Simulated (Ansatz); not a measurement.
Sr3S4, relaxed as a singlet with RKS PBE-D4/def2-SVP in Ansatz, starting from the GFN1-xTB geometry. Force threshold 0.02 eV/Å.

In the def2 sets Sr takes a core potential; there is no spin–orbit coupling. The structure comes from a short search, and lower isomers may exist.

Start:

Cartesian coordinates in Å:
```
Sr 0.972 -0.898 2.332
Sr -2.255 -0.359 -1.403
Sr 1.040 1.512 -0.673
S -0.365 0.752 -2.767
S -1.007 -1.663 0.632
S 2.761 0.188 0.819
S -1.147 0.467 1.060
```

Estimate the energy that the relaxation releases and the steps that it takes.

44.5 kJ/mol, in 12 steps; 18 s on 4 threads of INTEL XEON PLATINUM 8581C on a shared host. The force fell under the threshold at step 6, but the optimiser went on and released 0.102 eV more. No frequencies were taken in this run, so the end may be a saddle point.

Does the start keep its bonding and symmetry?

Bonds formed: Sr3–S5 (atoms count from 1). The end is the same structure that another start reached. Point group Cs at the start, C2v at the end, both within 0.05 Å.

Predict the relaxed structure.


Cartesian coordinates in Å:
```
Sr 1.007 -0.773 2.601
Sr -2.504 -0.165 -1.442
Sr 1.137 0.712 -0.881
S -0.729 1.003 -2.947
S -0.613 -1.554 0.299
S 2.917 0.373 1.253
S -1.216 0.404 1.117
```
Bond lengths (bridged metal pairs left out): 10 × S–Sr 2.60 to 3.10 Å; 1 × S–S 2.21 Å.
